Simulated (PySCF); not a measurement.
Computed shifts of a molecule H7NO2Si2, PySCF with PBE/pcSseg-1, GIAO, gas phase, atoms alike by connectivity averaged where their shifts nearly agree, in ppm (number of nuclei): ¹⁵N: 44.2 (1). ²⁹Si: -41.9 (1), -44.4 (1). ¹H: 5.48 (3), 5.06 (1), 1.49 (1), 1.21 (1), 1.04 (1). References: ¹⁵N against NH3 (σ = 267.0 ppm); ²⁹Si against TMS (σ = 335.4 ppm); ¹⁷O against H2O (σ = 334.3 ppm); ¹H against TMS (σ = 31.49 ppm), references at their B3LYP-D3(BJ)/def2-TZVP geometries, non-relativistic. Coordinates come from a PBE0-D3(BJ)/def2-SVP optimisation. The values are those of a single conformer.

Q: Which molecule gave these data?
(A) N[Si@H](O)O[SiH3]
(B) N[SiH2]O[SiH2]O
(C) O[SiH2]N[SiH2]O
(D) N[Si@@H](O)[SiH2]O

A: A, N[Si@H](O)O[SiH3]
